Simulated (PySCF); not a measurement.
**Static response to an electric field**

Species: C5H7NO2S.
Atom-mapped SMILES: `[CH3:1][S@@:2](=[O:3])[c:4]1[cH:5][c:6]([NH2:7])[cH:8][o:9]1` (hydrogens: H10, H11, H12 on C1; H13 on C5; H14, H15 on N7; H16 on C8)

Geometry (GFN2-xTB, Å), atoms numbered from 1 in this order:
```
atom  x, y, z in Å
C1    -2.7638   -0.3089    0.6895
S2    -1.9226   -1.1365   -0.7411
O3    -2.2680   -0.3548   -1.9261
C4    -0.2763   -0.5609   -0.2735
C5     0.5799    0.2742   -0.9258
C6     1.7696    0.3052   -0.1434
N7     2.9378    0.9674   -0.4681
C8     1.5344   -0.5253    0.9196
O9     0.2904   -1.0629    0.8384
H10   -2.5836    0.7588    0.6372
H11   -3.8268   -0.5118    0.6103
H12   -2.3648   -0.7326    1.6037
H13    0.3817    0.7967   -1.8381
H14    3.5580    1.1372    0.3082
H15    2.8076    1.7744   -1.0582
H16    2.1390   -0.8112    1.7559
```

Level: B3LYP/def2-SVPD (PySCF), static field, nuclei fixed, core orbitals frozen in the response. The polarisability tensor in these axes (au):

```
x   124.89  13.59   3.80
y    13.59  76.50  -7.44
z     3.80  -7.44  90.87
```

Question: Diagonalise the tensor; give its mean and Δα, where Δα² is half the sum of the squared differences of the eigenvalues.

Answer: Principal values 69.78, 93.95 and 128.53 au; mean 97.42 au = 14.44 Å³ = 16.06 × 10⁻⁴⁰ C²·m²/J; Δα = 51.15 au (53 % of the mean).

Question: What is the dipole moment, and where does it point?

Answer: (2.09, 1.57, 3.25) D, 4.17 D in size, pointing from the negative to the positive side. Measured along this direction, the outermost atoms are O3 at the negative end and H14 at the positive end.

Question: Estimate the molar refractivity from the static electronic polarisability.

Answer: Lorentz–Lorenz: R = (4π/3)N_A α = 2.5225 cm³/(mol·Å³) × 14.44 Å³ = 36.4 cm³/mol, in the limit of long wavelengths.

Question: Rayleigh depolarisation ratio (linearly polarised light, static tensor)?

Answer: ρ = 3Δα²/(45ᾱ² + 4Δα²) = 7847.8/(427065 + 10463.7) = 0.0179.

Question: Orientational against electronic polarisability at 400 K (dilute gas, rigid molecules)?

Answer: In Gaussian units μ²/3kT = 104.85 Å³ against 14.44 Å³, a ratio of 7.26; the Debye molar polarisation (4π/3)N_A(α + μ²/3kT) is 300.9 cm³/mol, leaving out the vibrational part.

Question: What are the principal values of the traceless quadrupole moment, Θ = ½Σq(3rr − r²1), about the centre of nuclear charge?

Answer: -11.01, -4.76, 15.78 D·Å. The values depend on the origin, since the dipole doesn't vanish. The electronic extent ⟨r²⟩ about the same centre is 1541 bohr², a root-mean-square distance of 2.38 Å for the 76 electrons.

Geometry: GFN2-xTB, one conformer, isolated molecule.

The run behind these numbers computed excited states as well. Time: 38 s wall. Hardware: an x86-64 server with one thread, no GPU, shared host.
